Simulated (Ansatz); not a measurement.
## Molecular dynamics of FH$_{5}$OSi$_{2}$

The input (input.yaml):

```yaml
crystal:
  periodic: [false, false, false]
  atoms:
    - { symbol: Si, position_ang: [0.05964, -0.001944, -0.100905] }
    - { symbol: Si, position_ang: [-0.022614, 0.008412, 2.249926] }
    - { symbol: H, position_ang: [-1.443791, -0.147518, 2.686756] }
    - { symbol: H, position_ang: [0.786134, -1.10708, 2.822328] }
    - { symbol: H, position_ang: [0.493326, 1.309382, 2.770946] }
    - { symbol: H, position_ang: [1.403621, 0.220574, -0.687616] }
    - { symbol: O, position_ang: [-0.913338, 1.173006, -0.75302] }
    - { symbol: H, position_ang: [-1.821276, 1.238508, -0.433287] }
    - { symbol: F, position_ang: [-0.454201, -1.479739, -0.569828] }
basis:
  gaussian: { orbitals: def2-SVP }
hamiltonian:
  xc: b3lyp
  dispersion: d4
md:
  timestep: 0.5
  n_steps: 300
  ensemble: nvt_nose_hoover
  temperature: 300.0
  initial_velocities: maxwell_boltzmann
  seed: 342777
  nose_hoover: { tau: 100.0, chain_length: 1 }
```

Launched with:

```bash
$ ansatz run input.yaml --threads 2 --pin off --max-ram 3072MiB --backend cpu --events-out ev --progress --plain --runs-dir out
```

It starts from a relaxed structure.

Output, in part (step lines, the closing report, with atoms numbered from 0):

```
md step     0: t =     0.00 fs  T =   300.0 K  F+E_penalty+E_count = -20595.72911845 eV  E_kin = 0.271446 eV  conserved = -20595.45767245 eV  (23 SCF iters)
[... lines left out ...]
Total energy: -20595.51236735 eV, -756.8711193603 hartree
Atom 0 at     0.051059    -0.079204    -0.047504 Å, force     0.107091    -0.151835     0.016262 eV/Å
Atom 1 at    -0.022203     0.082471     2.284510 Å, force     0.565428    -0.310170     0.035060 eV/Å
Atom 2 at    -1.325664    -0.198432     2.958145 Å, force     0.045967     0.099353    -0.072262 eV/Å
Atom 3 at     1.031724    -0.884224     2.763953 Å, force    -0.221517     0.150285     0.144829 eV/Å
Atom 4 at     0.483734     1.474850     2.558846 Å, force    -0.202875    -0.190380     0.060610 eV/Å
Atom 5 at     1.461935    -0.016621    -0.503455 Å, force     0.118097     0.339650     0.015463 eV/Å
Atom 6 at    -0.884694     1.112912    -0.644899 Å, force    -0.452735     1.094069    -0.420060 eV/Å
Atom 7 at    -1.775914     1.019680    -1.007797 Å, force     0.325918    -0.149491     0.113398 eV/Å
Atom 8 at    -0.490535    -1.418107    -0.770283 Å, force    -0.285374    -0.881481     0.106701 eV/Å
Dipole moment:    -0.226706     0.113111     0.067476 e Å
```

The steps, from the saved trajectory:

| time (fs) | T (K) | potential energy less start (eV) | conserved less start (meV/atom) |
| --- | --- | --- | --- |
| 0.0 | 300 | 0.000 | 0.00 |
| 5.0 | 195 | 0.096 | 0.06 |
| 10.0 | 127 | 0.157 | 0.05 |
| 15.0 | 173 | 0.116 | 0.01 |
| 20.0 | 167 | 0.122 | 0.05 |
| 25.0 | 161 | 0.129 | 0.04 |
| 30.0 | 133 | 0.156 | 0.02 |
| 35.0 | 82 | 0.203 | 0.06 |
| 40.0 | 147 | 0.147 | 0.05 |
| 45.0 | 186 | 0.115 | 0.01 |
| 50.0 | 94 | 0.201 | 0.06 |
| 55.0 | 86 | 0.211 | 0.06 |
| 60.0 | 159 | 0.147 | 0.01 |
| 65.0 | 151 | 0.159 | 0.06 |
| 70.0 | 157 | 0.159 | 0.06 |
| 75.0 | 166 | 0.155 | 0.02 |
| 80.0 | 141 | 0.183 | 0.07 |
| 85.0 | 206 | 0.132 | 0.05 |
| 90.0 | 244 | 0.105 | 0.02 |
| 95.0 | 190 | 0.163 | 0.07 |
| 100.0 | 208 | 0.156 | 0.07 |
| 105.0 | 269 | 0.109 | 0.02 |
| 110.0 | 222 | 0.163 | 0.07 |
| 115.0 | 203 | 0.191 | 0.07 |
| 120.0 | 225 | 0.179 | 0.03 |
| 125.0 | 218 | 0.195 | 0.08 |
| 130.0 | 250 | 0.180 | 0.06 |
| 135.0 | 243 | 0.197 | 0.03 |
| 140.0 | 135 | 0.304 | 0.09 |
| 145.0 | 169 | 0.282 | 0.06 |
| 150.0 | 251 | 0.217 | 0.02 |

The run went to its last step. The conserved energy stayed within 0.12 meV per atom of its start (net change 0.024 meV per atom), so the integration is sound. The mean temperature of the second half is 31 % below the set value. A run of 0.15 ps of so small a system gives no equilibrium averages.

The same pairs are bonded in the first frame and the last. Pairs count as bonded within 1.25 times the sum of covalent radii (0.12 Å more for H–H).

Last frame:

```xyz
9
Properties=species:S:1:pos:R:3
Si 0.051 -0.079 -0.048
Si -0.022 0.083 2.284
H -1.326 -0.198 2.958
H 1.032 -0.884 2.764
H 0.484 1.475 2.559
H 1.462 -0.017 -0.503
O -0.885 1.113 -0.645
H -1.776 1.020 -1.008
F -0.490 -1.418 -0.770
```

Time of the run: 8 min on 2 threads of AMD EPYC 7R43 64-Core Processor (Zen 3), with other jobs on the host, peak memory 0.18 GiB.
